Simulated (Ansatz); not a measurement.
The cluster TiSi₂, relaxed as a singlet with RKS PBE0-D4/def2-TZVP in Ansatz, starting from the GFN2-xTB geometry. Force threshold 0.02 eV/Å.

The restricted singlet is unstable: a solution with broken spin symmetry lies lower. The relaxation made no stability test and no search for a lower SCF solution. At PBE0-D4/def2-TZVP a triplet of charge 0 lies 0.86 eV below the restricted singlet, each at its own geometry. The structure comes from a short search, and lower isomers may exist.

Start:

```xyz
3

Ti   -0.798   -0.949    0.681
Si    1.335   -0.282   -0.299
Si   -0.537    1.231   -0.382
```

Q: Estimate the energy that the relaxation releases and the steps that it takes.

A: 4.8 kcal/mol, in 4 steps; 4 s on 4 threads of Intel Xeon 6975P-C on a shared host. No frequencies were taken in this run, so the end may be a saddle point.

Q: Does the start keep its bonding and symmetry?

A: By distances, no bond broke or formed. The bond that changes most is Si2–Si3, from 2.41 to 2.27 Å (atoms count from 1). Point group C2v at the start, C2v at the end, both within 0.05 Å.

Q: Predict the relaxed structure.

A: 
Cartesian coordinates in Å:
```
Ti -0.7619 -0.9067 0.6512
Si 1.2614 -0.2582 -0.2862
Si -0.4996 1.1649 -0.3650
```
Bond lengths: 2 × Si–Ti 2.32 Å; 1 × Si–Si 2.27 Å.
